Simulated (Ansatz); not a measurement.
```yaml
crystal:
  periodic: [false, false, false]
  atoms:
    - {symbol: S, position_ang: [-2.803532, 1.311177, -1.489745]}
    - {symbol: C, position_ang: [-0.710162, 0.228647, 0.859927]}
    - {symbol: B, position_ang: [1.913116, -0.812572, 0.421317]}
    - {symbol: O, position_ang: [0.107992, -2.518072, 0.733411]}
    - {symbol: H, position_ang: [-1.100047, 1.729174, -3.323980]}
    - {symbol: H, position_ang: [-1.396459, 0.690755, 2.736237]}
    - {symbol: H, position_ang: [4.105121, -0.757609, -0.023528]}
basis:
  gaussian: {orbitals: "6-31G*", final_grid: {core_spheres: 5, valence_spheres: 4, degree: 11}, nuclear_model: gaussian}
hamiltonian: {xc: {name: wB97}}
accuracy: high
output: {forces: true}
```

```sh
$ ansatz run in.yaml --threads 2 --pin off --events-out ev --progress --plain --max-ram 4352MiB
```

Output, abridged:

```
Functional definition: wB97
1352 factors; integrals over basis functions are off by at most 2.2e-8 eV
500 factors; integrals over basis functions are off by at most 2.6e-9 eV
mean field evaluation 1: about -14577.2806 eV, gradient 9.1e1 eV
mean field evaluation 2: about -14132.2202 eV, gradient 2.9e2 eV
mean field evaluation 4: about -14516.9623 eV, gradient 1.1e2 eV
mean field evaluation 8: about -14612.6569 eV, gradient 3.8e0 eV
mean field evaluation 16: about -14612.8099 eV, gradient 9.4e-5 eV
mean field -14612.80993656 eV, -537.0108602501 hartree, gradient 5.3e-8 eV, S^2 0.000000; 4 other end points of the search recorded, 0 dependent functions left out
reference -14612.80993587 eV, -537.0108602248 hartree; 19, 19 occupied and 51, 51 virtual orbitals, 1352 factors
Total energy: -14612.80993587 eV, -537.0108602248 hartree
Atom 0 at    -2.803532     1.311177    -1.489745 Å, force     3.144609    -0.114510    -0.822281 eV/Å
Atom 1 at    -0.710162     0.228647     0.859927 Å, force    -1.816170     1.294954     1.823329 eV/Å
Atom 2 at     1.913116    -0.812572     0.421317 Å, force     1.255007    -1.954067    -0.298992 eV/Å
Atom 3 at     0.107992    -2.518072     0.733411 Å, force     1.448987     2.154044    -0.173479 eV/Å
Atom 4 at    -1.100047     1.729174    -3.323980 Å, force    -2.069723    -0.554132     2.345168 eV/Å
Atom 5 at    -1.396459     0.690755     2.736237 Å, force     1.049337    -0.973192    -3.476094 eV/Å
Atom 6 at     4.105121    -0.757609    -0.023528 Å, force    -3.012047     0.146903     0.602350 eV/Å
Dipole moment:     1.014107     0.112713     0.548430 e Å
```

What is wrong with this run?

The coordinates are in bohr but typed as ångström. The run converged. The result belongs to that input, not to the molecule as meant.
